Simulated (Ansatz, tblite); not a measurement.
Forces on the cluster Ga6 at its r2SCAN-D4/def2-SVP geometry. The state is a singlet with charge 0.

The xTB rows come from tblite. The restricted singlet is unstable towards broken spin symmetry in Hartree–Fock (as tested in another run); at BHLYP-D4/def2-TZVP this wasn't settled. The structure comes from a short search, and lower isomers may exist.

GFN1-xTB (tblite), largest force 0.66 eV/Å:

```xyz
6
positions Å, forces eV/Å
Ga   -1.238    1.695   -0.011   -0.357    0.065    0.259
Ga   -0.157   -1.595   -0.917    0.029   -0.391   -0.537
Ga   -1.888   -0.656    0.639   -0.309    0.250    0.209
Ga    1.713    1.048    0.610    0.221   -0.064    0.381
Ga    1.059   -1.302    1.260    0.276    0.123    0.330
Ga    0.511    0.811   -1.581    0.139    0.017   -0.642
```

BHLYP-D4/def2-TZVP (Ansatz), largest force 0.40 eV/Å:

```
Ga -0.136 0.299 0.086
Ga 0.015 -0.241 -0.320
Ga -0.251 -0.113 0.199
Ga 0.199 0.225 0.156
Ga 0.086 -0.187 0.269
Ga 0.086 0.017 -0.390
```
